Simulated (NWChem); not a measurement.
Molecule: CBr$_{3}$, doublet; SMILES Br[C](Br)Br

```xyz
4

Br     1.0717     1.5013    -0.0135
C      0.0000     0.0000     0.2369
Br    -1.8360     0.1775    -0.0135
Br     0.7643    -1.6788    -0.0135
```
Atoms are numbered in this order, from 1.

Program: NWChem. Pople sets run with spherical d functions. Spin-unrestricted. In the optimisation the excess spin sits in a (C3, its own frame). Geometry: optimised at PBE0/def2-SVP, spin-unrestricted. No stability test was run on the SCF state.

Problem. Taking PBE/def2-TZVPD as the yardstick, which of these has the fewest basis functions while keeping “highest occupied level (eV)” within 0.1 eV of it: PBE/3-21G; PBE/6-311G**; PBE/6-31G*; PBE/STO-3G?

Solution. PBE/6-311G**.
| level | basis functions | highest occupied level (eV) |
|---|---|---|
| PBE/STO-3G | 59 | -1.61 |
| PBE/3-21G | 75 | -4.35 |
| PBE/6-31G* | 110 | -4.84 |
| PBE/6-311G** | 150 | -4.91 |
| PBE/def2-TZVPD | 208 | -4.98 |

The yardstick is one finite set, not the basis-set limit.
